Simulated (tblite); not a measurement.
Species: m-quinomethane, C₇H₆O (triplet state).
Geometry (GFN2-xTB, Å), atoms numbered from 1 in this order:
```xyz
14
C7H6O angstrom
C      2.3168   -0.1599    0.0591
C      0.9358   -0.0650    0.0221
C      0.2790    1.2045    0.0770
C     -1.1023    1.3035    0.0434
C     -1.8975    0.1869   -0.0457
C     -1.3140   -1.1425   -0.1092
O     -2.0136   -2.1626   -0.1919
C      0.1263   -1.2108   -0.0702
H      2.9327    0.7178    0.1301
H      2.8063   -1.1151    0.0184
H      0.8856    2.0949    0.1455
H     -1.5597    2.2823    0.0883
H     -2.9738    0.2562   -0.0724
H      0.5777   -2.1907   -0.1167
```

Structure optimised with GFN2-xTB, isolated species. This method treats the open shell by occupation alone, without spin polarisation.

Masses are those of the commonest isotopes; rigid-rotor values at the optimised geometry. The values belong to one conformer with, in the numbering `[CH2:1][c:2]1[cH:3][cH:4][cH:5][c:6]([O:7])[cH:8]1`, H–C1–C2–C3 0° and 180°.

Problem. What are A, B and C (MHz)?

Solution. Ia = 132.29, Ib = 257.80, Ic = 390.09 u·Å²; 505379 MHz·u·Å²/I gives A = 3820, B = 1960, C = 1296 MHz.

Problem. What kind of rotor is it?

Solution. An asymmetric top; Ray's κ = -0.473.

Problem. What does the inertial defect say?

Solution. Planar: Δ = Ic − Ia − Ib = 0.00 u·Å². For a rigid frame Δ = −2 Σ m c², so it vanishes when all atoms lie in the ab plane; here none is more than 0.01 Å from it.

Problem. Where do the levels up to J = 4 lie, in MHz?

Solution. Above 0(0,0):
J = 1: 1(0,1) 3256, 1(1,1) 5116, 1(1,0) 5781
J = 2: 2(0,2) 9619, 2(1,2) 10963, 2(1,1) 12957, 2(2,1) 18537, 2(2,0) 18685
J = 3: 3(0,3) 18835, 3(1,3) 19649, 3(1,2) 23616, 3(2,2) 28304, 3(2,1) 29005, 3(3,1) 39350, 3(3,0) 39372
J = 4: 4(0,4) 30677, 4(1,4) 31099, 4(1,3) 37602, 4(2,3) 41211, 4(2,2) 43091, 4(3,2) 52618, 4(3,1) 52763, 4(4,1) 67752, 4(4,0) 67755
Those of J = 1 are B + C, A + C and A + B.

Problem. Estimate the classical rotational partition function at 10 K, 50 K and 298.15 K.

Solution. Point group Cs, symmetry number σ = 1; q = (√π/σ)·√((kT/h)³/(ABC)), k/h = 20836.6 MHz/K: 1710 at 10 K, 19100 at 50 K, 279000 at 298.15 K.

For this open shell read J as N, the rotation without spin; fine and hyperfine splittings come on top. Its GFN2-xTB frequencies are all real (lowest 147 cm⁻¹). Constants of a rigid frame at the computed geometry: no zero-point averaging, no centrifugal distortion.

On an Intel Xeon at 2.50 GHz with one thread, no GPU, shared host with 64 logical CPUs at a one-minute load of 61, this took 1.3 s wall, 0.37 s CPU. That covers the optimisation of the geometry.
